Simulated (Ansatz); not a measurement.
Ansatz (an electronic-structure program) input (B3LYP-D3(BJ)/def2-TZVP):

Ansatz 0.2 input:
```yaml
crystal:
  periodic: [false, false, false]
  atoms:
    - {symbol: Ta, position_ang: [-0.00000000, -0.00000000, -0.00000000]}
    - {symbol: H, position_ang: [1.27936822, -0.30604241, 1.19259733]}
    - {symbol: H, position_ang: [-1.27341539, 1.04026016, 0.67007868]}
    - {symbol: H, position_ang: [-0.63657611, -1.59682240, -0.44459249]}
    - {symbol: H, position_ang: [0.63062328, 0.86260465, -1.41808353]}
basis:
  gaussian:
    orbitals: def2-TZVP
hamiltonian:
  xc: b3lyp
  dispersion: d3bj
magnetization: {spin_polarized: true, initial_magnetization: 1}
phonons: {temperatures: {t_min: 298.15, t_max: 298.15, t_step: 100}}
```

Output:

```
Functional definition: B3LYP
integrals: 0.01 GiB planned
550 factors; their error is unknown
mean field: 0.18 GiB planned
mean field evaluation 1: about -1613.4786 eV, gradient 1.0e1 eV
mean field evaluation 2: about -1613.9463 eV, gradient 6.6e0 eV
mean field evaluation 4: about -1614.2168 eV, gradient 1.8e-1 eV
mean field evaluation 8: about -1614.2152 eV, gradient 6.8e-2 eV
mean field evaluation 16: about -1614.2154 eV, gradient 3.2e-5 eV
mean field evaluation 32: about -1614.2707 eV, gradient 9.0e-6 eV
mean field -1614.27071756 eV, -59.3233546784 hartree, gradient 8.5e-6 eV, S^2 0.754500; 3 other end points of the search recorded, 0 dependent functions left out
the calculation of the forces begins
reference -1614.27095081 eV, -59.3233632500 hartree; 9, 8 occupied and 55, 56 virtual orbitals, 550 factors
these checks for a lower state are left out or cut short: stability, starts, cluster_reference, orbital_swaps, neighbouring_geometries, increment
integrals: 0.01 GiB planned
550 factors; their error is unknown
mean field: 0.18 GiB planned
mean field -1614.27065178 eV, -59.3233522610 hartree, gradient 7.1e-7 eV, S^2 0.754500; 0 other end points of the search recorded, 0 dependent functions left out
the calculation of the forces begins
reference -1614.27088502 eV, -59.3233608326 hartree; 9, 8 occupied and 55, 56 virtual orbitals, 550 factors
these checks for a lower state are left out or cut short: stability, starts, cluster_reference, orbital_swaps, neighbouring_geometries, increment
integrals: 0.01 GiB planned
550 factors; their error is unknown
mean field: 0.18 GiB planned
mean field -1614.27065178 eV, -59.3233522610 hartree, gradient 7.1e-7 eV, S^2 0.754500; 0 other end points of the search recorded, 0 dependent functions left out
the calculation of the forces begins
reference -1614.27088502 eV, -59.3233608326 hartree; 9, 8 occupied and 55, 56 virtual orbitals, 550 factors
these checks for a lower state are left out or cut short: stability, starts, cluster_reference, orbital_swaps, neighbouring_geometries, increment
integrals: 0.01 GiB planned
550 factors; their error is unknown
mean field: 0.18 GiB planned
mean field evaluation 64: about -1614.2707 eV, gradient 3.1e-6 eV
mean field -1614.27069281 eV, -59.3233537688 hartree, gradient 6.5e-7 eV, S^2 0.754508; 0 other end points of the search recorded, 0 dependent functions left out
the calculation of the forces begins
reference -1614.27092607 eV, -59.3233623409 hartree; 9, 8 occupied and 55, 56 virtual orbitals, 550 factors
these checks for a lower state are left out or cut short: stability, starts, cluster_reference, orbital_swaps, neighbouring_geometries, increment
integrals: 0.01 GiB planned
550 factors; their error is unknown
mean field: 0.18 GiB planned
mean field -1614.27066528 eV, -59.3233527569 hartree, gradient 6.6e-7 eV, S^2 0.754493; 0 other end points of the search recorded, 0 dependent functions left out
the calculation of the forces begins
reference -1614.27089850 eV, -59.3233613279 hartree; 9, 8 occupied and 55, 56 virtual orbitals, 550 factors
these checks for a lower state are left out or cut short: stability, starts, cluster_reference, orbital_swaps, neighbouring_geometries, increment
integrals: 0.01 GiB planned
550 factors; their error is unknown
mean field: 0.18 GiB planned
mean field -1614.27071385 eV, -59.3233545420 hartree, gradient 3.2e-6 eV, S^2 0.754499; 0 other end points of the search recorded, 0 dependent functions left out
the calculation of the forces begins
reference -1614.27094709 eV, -59.3233631135 hartree; 9, 8 occupied and 55, 56 virtual orbitals, 550 factors
these checks for a lower state are left out or cut short: stability, starts, cluster_reference, orbital_swaps, neighbouring_geometries, increment
integrals: 0.01 GiB planned
550 factors; their error is unknown
mean field: 0.18 GiB planned
mean field -1614.27071587 eV, -59.3233546161 hartree, gradient 3.2e-6 eV, S^2 0.754501; 0 other end points of the search recorded, 0 dependent functions left out
the calculation of the forces begins
reference -1614.27094911 eV, -59.3233631876 hartree; 9, 8 occupied and 55, 56 virtual orbitals, 550 factors
these checks for a lower state are left out or cut short: stability, starts, cluster_reference, orbital_swaps, neighbouring_geometries, increment
integrals: 0.01 GiB planned
550 factors; their error is unknown
mean field: 0.18 GiB planned
mean field evaluation 96: about -1614.2707 eV, gradient 6.5e-7 eV
mean field -1614.27068253 eV, -59.3233533911 hartree, gradient 6.5e-7 eV, S^2 0.754494; 0 other end points of the search recorded, 0 dependent functions left out
the calculation of the forces begins
reference -1614.27091576 eV, -59.3233619622 hartree; 9, 8 occupied and 55, 56 virtual orbitals, 550 factors
these checks for a lower state are left out or cut short: stability, starts, cluster_reference, orbital_swaps, neighbouring_geometries, increment
integrals: 0.01 GiB planned
550 factors; their error is unknown
mean field: 0.18 GiB planned
mean field -1614.27070447 eV, -59.3233541972 hartree, gradient 6.5e-7 eV, S^2 0.754506; 0 other end points of the search recorded, 0 dependent functions left out
the calculation of the forces begins
reference -1614.27093773 eV, -59.3233627693 hartree; 9, 8 occupied and 55, 56 virtual orbitals, 550 factors
these checks for a lower state are left out or cut short: stability, starts, cluster_reference, orbital_swaps, neighbouring_geometries, increment
integrals: 0.01 GiB planned
550 factors; their error is unknown
mean field: 0.18 GiB planned
mean field -1614.27070176 eV, -59.3233540978 hartree, gradient 6.7e-7 eV, S^2 0.754497; 0 other end points of the search recorded, 0 dependent functions left out
the calculation of the forces begins
reference -1614.27093500 eV, -59.3233626692 hartree; 9, 8 occupied and 55, 56 virtual orbitals, 550 factors
these checks for a lower state are left out or cut short: stability, starts, cluster_reference, orbital_swaps, neighbouring_geometries, increment
integrals: 0.01 GiB planned
550 factors; their error is unknown
mean field: 0.18 GiB planned
mean field -1614.27071349 eV, -59.3233545289 hartree, gradient 6.8e-7 eV, S^2 0.754504; 0 other end points of the search recorded, 0 dependent functions left out
the calculation of the forces begins
reference -1614.27094674 eV, -59.3233631007 hartree; 9, 8 occupied and 55, 56 virtual orbitals, 550 factors
Total energy: -1614.37030636 eV, -59.3270144991 hartree
Atom 0 at    -0.000000    -0.000000    -0.000000 Å, force    -0.000000     0.000000    -0.000000 eV/Å
Atom 1 at     1.279368    -0.306042     1.192597 Å, force     0.000498     0.000247     0.000433 eV/Å
Atom 2 at    -1.273415     1.040260     0.670079 Å, force    -0.000495     0.000116     0.000487 eV/Å
Atom 3 at    -0.636576    -1.596822    -0.444592 Å, force    -0.000449    -0.000391    -0.000376 eV/Å
Atom 4 at     0.630623     0.862605    -1.418084 Å, force     0.000446     0.000028    -0.000544 eV/Å
Dipole moment:     0.000000    -0.000000     0.000000 e Å
Vibrations: 459.07 504.74 528.73 528.74 724.41 1834.65 1834.66 1845.72 1893.01 cm⁻¹, zero-point energy 0.629450 eV
```

The spin state was set by rule; other spins were not relaxed.
